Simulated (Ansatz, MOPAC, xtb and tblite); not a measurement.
Torsional profile of SMILES C=C/C=C\N. Scanned: dihedral C3–C4–N5–H11; all other coordinates were relaxed at B3LYP-D3(BJ)/def2-SVP. Heavy atoms are numbered in the order of the SMILES C=C/C=C\N, hydrogens after them in the order of the atoms that carry them; the mirror image has the same energies with the sign of each dihedral reversed.

- PM7, restricted, heats of formation // B3LYP-D3(BJ)/def2-SVP (MOPAC)
- GFN2-xTB, on its own relaxed geometries (the stored frames are those of B3LYP-D3(BJ)/def2-SVP) (xtb and tblite)
- MP2/cc-pVTZ = MP2 on RHF/cc-pVTZ, frozen core // B3LYP-D3(BJ)/def2-SVP in Ansatz (an electronic-structure program)

Energies in kcal/mol, each method relative to its own lowest point.

```json
[
 {"φ / °": "-165", "PM7": "0.0", "GFN2-xTB": "0.1", "MP2/cc-pVTZ": "0.2"},
 {"φ / °": "-135", "PM7": "0.8", "GFN2-xTB": "0.7", "MP2/cc-pVTZ": "0.4"},
 {"φ / °": "-105", "PM7": "3.3", "GFN2-xTB": "4.0", "MP2/cc-pVTZ": "3.0"},
 {"φ / °": "-75", "PM7": "5.0", "GFN2-xTB": "4.8", "MP2/cc-pVTZ": "2.8"},
 {"φ / °": "-45", "PM7": "1.7", "GFN2-xTB": "1.4", "MP2/cc-pVTZ": "0.5"},
 {"φ / °": "-15", "PM7": "0.0", "GFN2-xTB": "0.0", "MP2/cc-pVTZ": "0.0"},
 {"φ / °": "15", "PM7": "0.0", "GFN2-xTB": "0.0", "MP2/cc-pVTZ": "0.0"},
 {"φ / °": "45", "PM7": "1.7", "GFN2-xTB": "1.4", "MP2/cc-pVTZ": "0.5"},
 {"φ / °": "75", "PM7": "5.0", "GFN2-xTB": "4.8", "MP2/cc-pVTZ": "2.8"},
 {"φ / °": "105", "PM7": "3.3", "GFN2-xTB": "4.0", "MP2/cc-pVTZ": "3.0"},
 {"φ / °": "135", "PM7": "0.8", "GFN2-xTB": "0.7", "MP2/cc-pVTZ": "0.4"},
 {"φ / °": "165", "PM7": "0.0", "GFN2-xTB": "0.1", "MP2/cc-pVTZ": "0.2"}
]
```
